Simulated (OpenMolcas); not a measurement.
## Rh5+ in a point-charge field

Rh5+ among 6 point charges of -1.7 e arranged as a trigonal antiprism (D3d), 1.73 Å from the ion, with a polar angle of 64.6° against the regular 54.74°.

| Property | Result |
| --- | --- |
| Program | OpenMolcas |
| Method | CASSCF |
| Basis | ANO-RCC-VTZP [7s6p4d2f1g] |
| Scalar Hamiltonian | DKH2, point nucleus |
| Active space | 4 electrons in 5 orbitals (4d) |
| State averaging | 2S+1 = 5 even, 5 roots; 2S+1 = 3 even, 45 roots; 2S+1 = 1 even, 50 roots |
| Spin-orbit coupling | RASSI with atomic mean-field integrals over the reference wave functions |

The lowest spin-free states (labels of D3, the rotations of D3d), above the lowest:

```
State  Degeneracy  E (cm-1)  Free-ion L (%)
   5E           2       0.0         D (100)
   5E           2     12473         D (100)
  3A2           1     13724          H (44)
   3E           2     16614          H (45)
  5A1           1     17680         D (100)
  3A1           1     20825          G (37)
   3E           2     22412          H (49)
   3E           2     23159          H (78)
  3A2           1     25092          F (37)
   3E           2     25194          H (40)
   1E           2     26795          G (46)
  3A2           1     26851          H (50)
  1A1           1     27175          I (72)
   1E           2     27270          I (64)
  3A1           1     28234          G (65)
   3E           2     28599          G (36)
  3A2           1     30998          F (51)
  1A1           1     32529          G (55)
   3E           2     32952          P (42)
  3A1           1     33411          H (42)
```

The lowest levels with spin-orbit coupling:

| E (cm-1) | Degeneracy | Label | 2S+1 | g |
| --- | --- | --- | --- | --- |
| 0.0 | 1 | A1 | 5 |  |
| 35.6 | 1 | A2 | 5 |  |
| 810.8 | 2 | E | 5 | 0.00 0.00 0.66 |
| 1539 | 2 | E | 5 | 0.00 0.00 3.15 |
| 2149 | 1 | A1 | 5 |  |
| 2273 | 1 | A2 | 5 |  |
| 2835 | 2 | E | 5 | 0.00 0.00 10.70 |
| 13108 | 1 | A1 | 5 |  |
| 13216 | 2 | E | 5 | 0.00 0.00 5.90 |
| 13836 | 1 | A2 | 5 |  |
| 13897 | 2 | E | 5 | 0.00 0.00 2.21 |
| 14136 | 2 | E | 5 | 0.00 0.00 5.23 |
| 14569 | 1 | A1 | 5 |  |
| 14592 | 1 | A2 | 5 |  |
| 14963 | 2 | E | 3 | 0.00 0.00 2.22 |
| 14965 | 1 | A1 | 3 (87 %) |  |
| 17903 | 2 | E | 3 | 0.00 0.00 2.97 |
| 17938 | 1 | A1 | 3 |  |
| 18381 | 1 | A2 | 3 |  |
| 18444 | 2 | E | 3 | 0.00 0.00 0.65 |

Powder χT (cm3 K/mol): 0.0536 at 2 K, 0.265 at 10 K, 0.675 at 50 K, 0.794 at 100 K, 0.966 at 200 K, 1.12 at 300 K. The effective moment at 300 K is 2.828 √(χT) = 2.99 μB.

The lowest level has 2S+1 = 5, for which the spin-only value is χT = S(S+1) / 2 = 3.000 cm3 K/mol (g = 2). The computed 1.117 at 300 K differs by -1.883, through orbital momentum, spin-orbit coupling and any other state in reach.

An orbital doublet at a regular site is open to a Jahn-Teller distortion, which this geometry leaves out. Without dynamic correlation the repulsion within the d shell is too large (B by tens of per cent), so at a given field states of lower spin stand too high. This shell can be high or low spin here, a state of another spin lies low, and with metal d orbitals alone active their balance is uncertain, so the ground spin may be wrong. Point charges give a weaker field than real ligands, and real ions of this kind are as a rule low spin; the high spin found here belongs to the model. Point charges carry no covalency, so the field is a model and not that of real ligands. No measured value stands beside these numbers.

The RASSCF and RASSI steps took 20 s on 1 thread of Arm Neoverse V2, with other jobs on the host; the integral step is not counted.

With an even number of electrons the g values are those of a degenerate or nearly degenerate non-Kramers pair.
